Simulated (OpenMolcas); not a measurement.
**A correction line for B3LYP/6-31G* (spherical functions): dipole moment**

The dipole moment in D of 8 O-containing molecules: x at B3LYP/6-31G* (spherical functions), y as measured (NIST CCCBDB). Shapes, held fixed at every level: PBE0-D4/def2-TZVP. Programs: OpenMolcas 26.06.

```
                molecule  x (D)  y (D)
        C2H2O (ethenone)   1.40   1.42
 S2O (Disulfur monoxide)   1.47   1.47
        C3H3NO (oxazole)   1.55   1.50
 HOF (hypofluorous acid)   1.97      ?
             H2O (water)   2.07   1.85
 SeO2 (selenium dioxide)   2.70   2.62
  C3H4O (cyclopropanone)   2.72   2.67
C2H3FO (acetyl fluoride)   2.77   2.96
```

Problem. Fit y = c + s·x to the known rows and predict y for HOF.

Solution. 
1. Means of the 7 rows: x = 2.0971, y = 2.070.
2. Σ(Δx)² = 2.3835, Σ(Δx·Δy) = 2.4514, so the slope is 2.4514/2.3835 = 1.0285.
3. Intercept: 2.070 − (1.0285) × 2.0971 = -0.087. The largest residual of the fit is 0.20.
4. HOF: -0.087 + 1.0285 × 1.97 = 1.94 D.

The measured value is 2.23 D, so the prediction is off by -0.29 D, more than the largest residual. Uncorrected, B3LYP/6-31G* (spherical functions) misses it by -0.26 D, and the other rows by 0.09 on average. With references in doubt, neither the misses nor the line can be laid on the level alone. Left out in turn, the other rows are missed by 0.12 D on average, worse than no correction. The tabulated value of HOF is in doubt (older tables, estimates, or at odds with other calculations) and kept here. Relativity is left out for Se.
